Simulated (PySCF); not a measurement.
C₄H₉FSi. Atoms are numbered in the order given.

```xyz
15

F     -0.6349     1.8910    -0.8734
Si    -0.2816     0.8798     0.3667
C      1.4384     0.1309     0.1757
C      1.1447    -1.2625    -0.4283
C     -0.1307    -1.8231     0.2315
C     -1.2373    -0.7406     0.1914
H     -0.5130     1.6637     1.6103
H      1.8969     0.0251     1.1756
H      2.1296     0.7322    -0.4345
H      1.9946    -1.9542    -0.3083
H      0.9730    -1.1608    -1.5148
H      0.0952    -2.0762     1.2829
H     -0.4539    -2.7593    -0.2521
H     -1.7316    -0.7284    -0.7963
H     -2.0251    -0.9059     0.9418
```

Geometry optimised at B3LYP-D3(BJ)/def2-SVP. Other conformers were not sampled.

The numbers are results of B3LYP-D3(BJ)/def2-SVP (PySCF 2.14.0), not measurements.

Frequencies are harmonic and unscaled.

```csv
mode,ν (cm⁻¹),IR (km/mol),moving atoms (share of kinetic energy)
1,78,1.4,"C 37 %, H 30 %, F 29 %"
2,214,4.1,"F 37 %, C 26 %, H 26 %, Si 12 %"
3,263,4.7,"H 32 %, F 29 %, C 21 %, Si 18 %"
4,283,1.6,"H 56 %, C 34 %"
5,430,11.3,"C 39 %, Si 35 %, H 22 %"
6,497,7.1,"C 46 %, H 45 %"
7,607,5.6,"H 56 %, C 31 %, Si 10 %"
8,668,4.7,"C 45 %, H 40 %, Si 13 %"
9,699,49.4,"H 45 %, C 37 %, Si 15 %"
10,741,12.2,"H 59 %, C 35 %"
11,797,85.8,"H 68 %, C 18 %, Si 12 %"
12,842,12.2,"H 47 %, F 37 %, Si 12 %"
13,861,0.8,"C 66 %, H 34 %"
14,888,60.6,"H 46 %, C 44 %, Si 9 %"
15,913,146.0,"H 46 %, Si 28 %, F 15 %, C 11 %"
16,933,8.6,"H 79 %, C 19 %"
17,955,1.0,"H 58 %, C 41 %"
18,1038,2.5,"C 53 %, H 47 %"
19,1047,22.8,H 93 %
20,1101,51.6,"H 65 %, C 33 %"
21,1177,3.0,"H 53 %, C 47 %"
22,1212,0.2,"H 64 %, C 36 %"
23,1272,1.6,"H 83 %, C 17 %"
24,1273,4.1,"H 73 %, C 26 %"
25,1331,3.2,"H 69 %, C 30 %"
26,1347,2.4,"H 73 %, C 27 %"
27,1418,5.4,"H 92 %, C 8 %"
28,1423,10.9,"H 92 %, C 8 %"
29,1467,5.1,H 92 %
30,1477,0.5,"H 91 %, C 9 %"
31,2236,168.6,H 97 %
32,3022,21.9,H 94 %
33,3026,28.5,H 94 %
34,3033,13.7,H 94 %
35,3039,8.4,H 94 %
36,3077,31.9,"H 91 %, C 9 %"
37,3082,34.5,"H 90 %, C 10 %"
38,3107,8.2,"H 91 %, C 9 %"
39,3108,13.3,"H 91 %, C 9 %"
```
